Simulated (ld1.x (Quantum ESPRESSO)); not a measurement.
# Before and after: PAW potential for N (Z = 7)

```
Element                 : N
Generator               : ld1.x (Quantum ESPRESSO) 7.5
Type                    : PAW
Functional              : revPBE
Relativity              : scalar-relativistic
Frozen core             : [He]
Valence charge          : 5
Reference configuration : 2s1 2p4
Partial waves           : 2s (bound): rcut 0.65, rcutus 0.70 bohr; 2s channel at 1.4 Ry: rcut 0.65, rcutus 0.70 bohr; 2p (bound): rcut 2.10, rcutus 2.35 bohr; 2p channel at 3.1 Ry: rcut 2.10, rcutus 2.35 bohr; 3d channel at 0.4 Ry: rcut 1.90, rcutus 2.45 bohr
Local potential         : all-electron potential smoothed inside 1.70 bohr (lloc = -1)
Core correction         : Bessel-smoothed model core, default radius (core density twice the valence density)
Augmentation charge     : PSQ, radius 0.55 bohr
```

All-electron outer shells of the reference configuration (revPBE, scalar-relativistic, ld1.x):

```json
{"shell": "1s", "level (eV)": "-385.85", "outermost node (bohr)": "–", "outermost maximum (bohr)": "0.15"}
{"shell": "2s", "level (eV)": "-19.07", "outermost node (bohr)": "0.32", "outermost maximum (bohr)": "1.02"}
{"shell": "2p", "level (eV)": "-7.47", "outermost node (bohr)": "–", "outermost maximum (bohr)": "0.98"}
```

Change: reference 2s2 2p3; added wave 3d channel at 1.1 Ry: rcut 1.90, rcutus 2.45 bohr.

Cutoffs: the cutoffs (Ry, on a coarse ladder) from which the occupation-weighted sum of valence levels, in a spherical-Bessel basis at the reference potential, stays within 10 and 1 mRy of its value at 400 Ry; they do not see the model core or the augmentation charge, which bear on the density cutoff. Errors are all-electron minus pseudo energies relative to the spin-unpolarised reference configuration.

What does the change do?

The potential gets harder (60 Ry and 90 Ry → 70 Ry and 90 Ry); neither file shows a bound ghost.

| quantity | base | changed |
| --- | --- | --- |
| cutoff, loose | 60 Ry | 70 Ry |
| cutoff, tight | 90 Ry | 90 Ry |
| bound ghosts | none | none |
| largest error over its own tests, meV | -18 | -19 |
| s: phases at 2.65 bohr within 0.05 rad from the reference energy up to (Ry; the scan ends near 5) | to the end of the scan | to the end of the scan |
| p: phases at 2.65 bohr within 0.05 rad from the reference energy up to (Ry; the scan ends near 5) | to the end of the scan | to the end of the scan |
| d: phases at 2.65 bohr within 0.05 rad from the reference energy up to (Ry; the scan ends near 5) | 4.5 | 4.7 |
| lowest overlap eigenvalue by channel | s 0.70, p 0.79, d 1.00 | s 0.71, p 0.79, d 0.84 |
